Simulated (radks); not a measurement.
Values are calculated unless marked as measured or tabulated.
Effect of the nuclear size on neutral germanium, [Ar] 3d10 4s2 4p2. Level of theory: Dirac Kohn-Sham, exchange-only LDA, spin-unpolarised, spherical densities, finite nucleus; open shells fill j = l - 1/2 first; Fermi nuclear charge, rms radius 4.0742 fm (a radial shooting solver on a logarithmic mesh with Libxc functionals). The rms radius is varied about that value; shifts are against it.

| rms radius (fm) | total energy shift (eV) | density at nucleus (e/bohr^3) | 1s1/2 shift (meV) | 2s1/2 shift (meV) | 3s1/2 shift (meV) | 3p1/2 shift (meV) |
|---|---|---|---|---|---|---|
| 3.3775 | -0.106 | 3.194e+04 | -45.0 | -4.38 | -0.655 | 0.065 |
| 3.9194 | -0.0251 | 3.164e+04 | -10.7 | -1.04 | -0.156 | 0.015 |
| 4.0742 | 0 | 3.156e+04 | 0.000 | 0.000 | 0.000 | 0.000 |
| 4.3716 | 0.0508 | 3.142e+04 | 21.6 | 2.10 | 0.315 | -0.031 |
| 4.7668 | 0.124 | 3.125e+04 | 52.5 | 5.12 | 0.765 | -0.076 |

Slopes of the eigenvalues against <r^2> in GHz/fm^2, as finite differences over the two radii next to the reference (eigenvalue slopes, not the field-shift constants of lines): 1s1/2 2080, 2s1/2 203, 3s1/2 30.3, 3p1/2 -3.00.
